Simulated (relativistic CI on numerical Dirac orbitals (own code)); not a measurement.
**Slater and spin-orbit integrals, Cl⁹⁺**

Computed by Dirac-Coulomb-Breit CI, KLI orbitals optimised for each configuration, model QED (radiative potential, 1s self-energy scaled to tabulated hydrogen-like ionisation energies), unscaled Slater integrals (own radial code, finite nucleus).

Slater integrals F^k, G^k are unscaled and averaged over j, outside the closed core 1s2; ζ comes from projecting the Hamiltonian with its Breit term on Σ l·s of the shell.

- 2s²2p⁴: F^2(2p,2p) = 252700, ζ(2p) = 9686.2 cm⁻¹; <r>(2p) = 0.3736, <r^2>(2p) = 0.1708 (bohr units).
- 2s2p⁵: G^1(2s,2p) = 290140, ζ(2p) = 9545.7 cm⁻¹; <r>(2s) = 0.4202, <r^2>(2s) = 0.2078, <r>(2p) = 0.3756, <r^2>(2p) = 0.1727 (bohr units).
- 2s²2p³3s: F^2(2p,2p) = 260240, ζ(2p) = 10290, G^1(2p,3s) = 23617 cm⁻¹; <r>(2p) = 0.3639, <r^2>(2p) = 0.1617, <r>(3s) = 1.067, <r^2>(3s) = 1.29 (bohr units).

Averages of the first 10 configurations, taken without configuration mixing, which lowers the lowest level and can move excited configurations by several eV; other configurations of the list can lie among them:

| Configuration | Parity | States | Average energy above the lowest level (eV) |
| --- | --- | --- | --- |
| 2s²2p⁴ | even | 15 | 4.9 |
| 2s2p⁵ | odd | 12 | 68.5 |
| 2p⁶ | even | 1 | 142.9 |
| 2s²2p³3s | odd | 40 | 273.8 |
| 2p⁵3s | odd | 12 | 399.3 |
| 2s²2p³3p | even | 120 | 290.0 |
| 2p⁵3p | even | 36 | 413.9 |
| 2s²2p³3d | odd | 200 | 309.1 |
| 2p⁵3d | odd | 60 | 432.6 |
| 2s2p⁴3s | even | 60 | 330.9 |
